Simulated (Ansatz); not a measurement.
Steps of a relaxation of `F[Si]1([AlH2])C[SiH2]1` with RKS PBE0-D4/def2-TZVP.

```sh
$ ansatz run in.yaml --threads 4 --pin off --events-out ev --progress --plain --max-ram 10444MiB
```

```yaml
crystal:
  periodic: [false, false, false]
  atoms:
    - {symbol: F, position_ang: [-2.479593, -0.698716, -0.100090]}
    - {symbol: Si, position_ang: [-1.224811, 0.100739, -0.818078]}
    - {symbol: Al, position_ang: [-0.209198, 1.900529, 0.562797]}
    - {symbol: C, position_ang: [0.124877, -1.206362, -1.038948]}
    - {symbol: Si, position_ang: [0.811520, -0.509920, 0.623335]}
    - {symbol: H, position_ang: [0.841406, 2.761245, -0.290228]}
    - {symbol: H, position_ang: [-1.152530, 2.486474, 1.711880]}
    - {symbol: H, position_ang: [0.825770, -0.996577, -1.870386]}
    - {symbol: H, position_ang: [-0.206806, -2.261866, -1.041356]}
    - {symbol: H, position_ang: [0.451489, -1.403419, 1.772548]}
    - {symbol: H, position_ang: [2.283175, -0.229328, 0.509226]}
basis:
  gaussian: {orbitals: def2-TZVP}
hamiltonian: {xc: pbe0, dispersion: d4}
relax: {f_tol: 0.005, max_steps: 150}
```

Positions (Å) and forces (eV/Å) along the path, 9 of 9 steps:

```xyz
11
step=1 energy=-26193.3311 eV
F    -2.480   -0.699   -0.100    0.898    0.513   -0.519
Si   -1.225    0.101   -0.818   -0.471   -0.795    0.523
Al   -0.209    1.901    0.563    0.026    0.156    0.014
C     0.125   -1.206   -1.039   -0.053   -0.095   -0.066
Si    0.812   -0.510    0.623    0.016   -0.207   -0.128
H     0.841    2.761   -0.290   -0.124   -0.102    0.106
H    -1.153    2.486    1.712    0.107   -0.075   -0.149
H     0.826   -0.997   -1.870   -0.367   -0.090    0.423
H    -0.207   -2.262   -1.041    0.178    0.575    0.002
H     0.451   -1.403    1.773    0.100    0.177   -0.240
H     2.283   -0.229    0.509   -0.309   -0.058    0.035
11
step=2 energy=-26193.3732 eV
F    -2.462   -0.721   -0.123    0.567    0.411   -0.294
Si   -1.218    0.098   -0.803   -0.402   -0.552    0.293
Al   -0.199    1.903    0.560   -0.038    0.015   -0.002
C     0.118   -1.202   -1.028   -0.053    0.094    0.013
Si    0.805   -0.511    0.622    0.016   -0.109   -0.091
H     0.843    2.759   -0.284   -0.011   -0.029    0.015
H    -1.143    2.482    1.695    0.011   -0.006   -0.018
H     0.806   -0.989   -1.853   -0.081   -0.031    0.128
H    -0.211   -2.244   -1.034    0.045    0.167    0.004
H     0.464   -1.404    1.760    0.017    0.050   -0.054
H     2.262   -0.229    0.509   -0.072   -0.010    0.005
11
step=3 energy=-26193.3849 eV
F    -2.426   -0.685   -0.095    0.033    0.014   -0.078
Si   -1.208    0.094   -0.812   -0.077   -0.021    0.141
Al   -0.214    1.896    0.559    0.023   -0.016   -0.048
C     0.117   -1.198   -1.028   -0.004    0.060    0.024
Si    0.804   -0.516    0.613   -0.047    0.032   -0.004
H     0.837    2.736   -0.278    0.040    0.044   -0.008
H    -1.161    2.476    1.684   -0.027    0.013    0.027
H     0.808   -0.991   -1.842    0.052    0.008   -0.076
H    -0.212   -2.232   -1.033   -0.025   -0.116   -0.005
H     0.465   -1.402    1.748   -0.016   -0.034    0.041
H     2.254   -0.233    0.504    0.048    0.017   -0.014
11
step=4 energy=-26193.3878 eV
F    -2.440   -0.703   -0.116    0.011    0.024   -0.011
Si   -1.214    0.089   -0.796   -0.028    0.000    0.021
Al   -0.207    1.901    0.556   -0.013   -0.026   -0.019
C     0.115   -1.199   -1.025   -0.004    0.024    0.009
Si    0.804   -0.517    0.616    0.009    0.018    0.007
H     0.848    2.749   -0.275    0.007   -0.001   -0.002
H    -1.155    2.479    1.683   -0.007    0.005    0.008
H     0.803   -0.986   -1.843    0.014    0.002   -0.021
H    -0.211   -2.236   -1.033   -0.004   -0.033   -0.005
H     0.468   -1.405    1.753    0.000   -0.013    0.013
H     2.255   -0.229    0.501    0.014    0.000    0.001
11
step=5 energy=-26193.3880 eV
F    -2.444   -0.701   -0.119    0.001    0.013   -0.004
Si   -1.215    0.090   -0.795   -0.003   -0.006    0.010
Al   -0.208    1.900    0.555   -0.007   -0.008   -0.006
C     0.115   -1.198   -1.025   -0.004    0.005    0.000
Si    0.806   -0.517    0.617    0.006    0.008    0.006
H     0.849    2.746   -0.275    0.001   -0.004    0.001
H    -1.157    2.479    1.683   -0.001    0.002   -0.001
H     0.802   -0.985   -1.843   -0.001   -0.001   -0.003
H    -0.211   -2.236   -1.033    0.005   -0.002   -0.004
H     0.471   -1.406    1.754    0.003   -0.004    0.000
H     2.257   -0.229    0.501    0.000   -0.001    0.001
11
step=6 energy=-26193.3877 eV rejected
F    -2.449   -0.698   -0.122   -0.002    0.018   -0.002
Si   -1.214    0.092   -0.786   -0.021   -0.049    0.005
Al   -0.216    1.902    0.556    0.022   -0.010    0.005
C     0.115   -1.195   -1.020    0.007    0.025   -0.026
Si    0.809   -0.517    0.623   -0.010   -0.009   -0.012
H     0.856    2.729   -0.275   -0.003    0.006    0.003
H    -1.170    2.495    1.671    0.006   -0.001    0.002
H     0.796   -0.977   -1.843    0.007   -0.006    0.009
H    -0.209   -2.234   -1.032    0.002    0.003    0.004
H     0.487   -1.426    1.748   -0.009    0.012    0.011
H     2.260   -0.230    0.501    0.002    0.013    0.000
11
step=7 energy=-26193.3881 eV
F    -2.453   -0.694   -0.126    0.003   -0.006    0.003
Si   -1.215    0.089   -0.792   -0.005    0.016   -0.006
Al   -0.211    1.898    0.556    0.001   -0.003   -0.005
C     0.114   -1.198   -1.023   -0.001   -0.003    0.003
Si    0.808   -0.516    0.618    0.002    0.003    0.009
H     0.852    2.740   -0.272    0.000   -0.001    0.000
H    -1.160    2.482    1.681    0.000    0.000    0.000
H     0.799   -0.985   -1.844   -0.001    0.002   -0.001
H    -0.209   -2.237   -1.030    0.001   -0.003   -0.001
H     0.480   -1.410    1.754    0.001   -0.003   -0.001
H     2.259   -0.225    0.499   -0.001   -0.002   -0.001
11
step=8 energy=-26193.3881 eV
F    -2.452   -0.699   -0.123    0.002   -0.003    0.000
Si   -1.217    0.088   -0.791    0.001    0.008   -0.002
Al   -0.211    1.897    0.555   -0.003    0.005    0.003
C     0.114   -1.196   -1.023   -0.001   -0.003   -0.001
Si    0.806   -0.517    0.620    0.006    0.000    0.002
H     0.854    2.732   -0.277   -0.001    0.001   -0.001
H    -1.157    2.486    1.680    0.000    0.001   -0.001
H     0.800   -0.979   -1.842   -0.004    0.001    0.000
H    -0.206   -2.236   -1.034    0.001   -0.006   -0.001
H     0.479   -1.413    1.754   -0.001   -0.001   -0.001
H     2.256   -0.222    0.501    0.000   -0.003    0.002
11
step=9 energy=-26193.3881 eV
F    -2.450   -0.700   -0.121    0.000    0.000    0.000
Si   -1.217    0.089   -0.790    0.000   -0.001   -0.001
Al   -0.211    1.898    0.555   -0.001    0.003   -0.001
C     0.115   -1.196   -1.023   -0.002    0.000    0.000
Si    0.806   -0.517    0.620    0.003    0.001    0.000
H     0.852    2.734   -0.278    0.001   -0.001    0.000
H    -1.158    2.488    1.679    0.000   -0.002    0.001
H     0.800   -0.978   -1.843   -0.001    0.001    0.001
H    -0.206   -2.236   -1.035    0.001    0.000    0.000
H     0.478   -1.414    1.754   -0.001    0.000   -0.001
H     2.257   -0.226    0.502    0.000   -0.001    0.001
```

Run time 30 s (4 threads of an AMD EPYC 7R43 on a shared host); peak host memory 0.65 GiB.
